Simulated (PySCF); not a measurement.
## AlIn: one state, many levels of theory

State: ³Π (triplet), unpaired electrons σ ↑, π ↑. Set-up: basis Al x2c-SVPall, In x2c-SVPall; spin-free X2C with a Gaussian nucleus; PySCF 2.14. De refers to Al + In in their high-spin ground configurations, without counterpoise correction. The functionals are run spin-unrestricted. A positive dipole means Al(−)In(+).

| Level | Re (Å) | ωe (cm⁻¹) | De (eV) | μ (D) |
| --- | --- | --- | --- | --- |
| UHF | 2.908 | 202 | 0.69 | 0.52 |
| UHF-MP2 | 2.849 | 216 | 1.14 | n/a |
| UHF-SCS-MP2 | 2.851 | 217 | 1.01 | n/a |
| UHF-CCSD | 2.870 | 208 | 1.09 | n/a |
| UHF-CCSD(T) | 2.868 | 208 | 1.17 | n/a |
| PBE | 2.903 | 188 | 1.52 | 0.57 |
| r²SCAN | 2.870 | 199 | 1.52 | 0.42 |
| PBE0 | 2.870 | 201 | 1.41 | 0.56 |
| r²SCAN0 | 2.852 | 207 | 1.42 | 0.35 |
| M06-2X | 2.867 | 203 | 1.21 | -0.06 |
| ωB97X | 2.824 | 222 | 1.27 | 0.65 |
| B2PLYP | 2.877 | 201 | 1.21 | 0.35 |

Q: Which functional lies closest to UHF-CCSD(T) in De, which farthest, and by how much do they differ from it?

A: Closest is M06-2X (-0.1 pm in Re, -2.4 % in ωe, +0.04 eV in De against UHF-CCSD(T) in the same basis), farthest PBE (+3.5 pm in Re, -9.6 % in ωe, +0.35 eV in De). CCSD(T) converges more slowly with the basis than the functionals do and binds too weakly in this one, so the order can change at the basis-set limit.

Q: What does the step from GGA to meta-GGA do here, going from PBE to r²SCAN?

A: r²SCAN less PBE: -3.3 pm in Re, +5.9 % in ωe, +0.00 eV in De. 

Q: What does a quarter of exact exchange do here, going from r²SCAN to r²SCAN0?

A: r²SCAN0 less r²SCAN: -1.8 pm in Re, +4.0 % in ωe, -0.10 eV in De. Exact exchange removes part of the self-interaction that spreads semilocal densities, and in most molecules shortens and stiffens the bond and lowers De; so it does here.

Correlated steps freeze 23 core orbitals. Correlated levels converge slowly with the basis: in double zeta they bind strong bonds too weakly, by up to about 1 eV, and carry superposition errors of some tenths. Spin–orbit coupling is left out, which matters for elements this heavy, above all for dissociation energies. B2PLYP dipoles, levels and charges come from its SCF part alone. The state was picked by a PBE0 search and need not be the measured ground state.
